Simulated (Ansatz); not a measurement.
Basis sets compared for the cluster Se₃⁺ (the lowest doublet isomer of a short search). The state is a doublet with charge 1. Geometry r2SCAN-D4/def2-TZVP. Ansatz on 4 threads of Arm Neoverse V1 on a shared host; times are rough, and most runs start from earlier orbitals.

```tsv
atom	x (Å)	y (Å)	z (Å)
Se1	0.007	0.997	-0.956
Se2	0.845	0.089	0.971
Se3	-0.851	-1.086	-0.015
```

The structure comes from a short search, and lower isomers may exist.

```
           level  functions  energy (Eh)  HOMO (eV)  LUMO (eV)  wall time
       HF/STO-3G         54   -7120.4558     -13.67      -5.44     0.55 s
 PBE-D4/def2-SVP         96   -7202.4266     -11.28     -11.12      1.4 s
PBE0-D4/def2-SVP         96   -7202.6349     -12.29     -10.50        3 s
```

Estimate the rows for HF/def2-TZVP, PBE-D4/def2-TZVP, PBE0-D4/def2-TZVP (with forces).


```csv
level,functions,energy (Eh),HOMO (eV),LUMO (eV),wall time
HF/def2-TZVP,144,-7199.2514,-14.52,-6.64,7 s
PBE-D4/def2-TZVP,144,-7203.3162,-11.21,-11.01,2.5 s
PBE0-D4/def2-TZVP (with forces),144,-7203.5274,-12.19,-10.33,6 s
```
